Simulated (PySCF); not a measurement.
Job for PySCF: D3(BJ) and D4 dispersion corrections on H2O (SMILES O).

```python
from pyscf import gto
from pyscf.dispersion import dftd3, dftd4

mol = gto.M(
    atom='''
    O     0.76908816    0.68805834    0.74716409
    H     1.57405291    0.16663466    0.65640225
    H     0.17031394    0.35819565    0.06837880
    ''',
    basis='def2-svp',
    charge=0, spin=0, verbose=0, max_memory=1800)
d3, d4 = {}, {}
for xc in ['hf', 'pbe', 'blyp', 'revpbe', 'tpss', 'r2scan', 'b3lyp', 'pbe0', 'bhlyp', 'camb3lyp', 'b2plyp']:
    d3[xc] = float(dftd3.DFTD3Dispersion(mol, xc=xc, version='d3bj', atm=False).get_dispersion()['energy'])
    print(f'D3(BJ) {xc:10s} {d3[xc]:14.8f} Eh')
for xc in ['hf', 'pbe', 'blyp', 'revpbe', 'tpss', 'r2scan', 'b3lyp', 'pbe0', 'bhlyp', 'camb3lyp', 'b2plyp']:
    d4[xc] = float(dftd4.DFTD4Dispersion(mol, xc={'camb3lyp': 'cam-b3lyp'}.get(xc, xc), atm=True).get_dispersion()['energy'])
    print(f'D4     {xc:10s} {d4[xc]:14.8f} Eh')
```

It printed:

```
D3(BJ) hf            -0.00450066 Eh
D3(BJ) pbe           -0.00035942 Eh
D3(BJ) blyp          -0.00071914 Eh
D3(BJ) revpbe        -0.00106182 Eh
D3(BJ) tpss          -0.00042041 Eh
D3(BJ) r2scan        -0.00008484 Eh
D3(BJ) b3lyp         -0.00057381 Eh
D3(BJ) pbe0          -0.00027685 Eh
D3(BJ) bhlyp         -0.00040941 Eh
D3(BJ) camb3lyp      -0.00021234 Eh
D3(BJ) b2plyp        -0.00023428 Eh
D4     hf            -0.00098322 Eh
D4     pbe           -0.00019580 Eh
D4     blyp          -0.00047291 Eh
D4     revpbe        -0.00094923 Eh
D4     tpss          -0.00026712 Eh
D4     r2scan        -0.00004686 Eh
D4     b3lyp         -0.00031029 Eh
D4     pbe0          -0.00015672 Eh
D4     bhlyp         -0.00018235 Eh
D4     camb3lyp      -0.00014973 Eh
D4     b2plyp        -0.00013383 Eh
```

The run finished.

Cost: roughly 0.020 core-seconds.
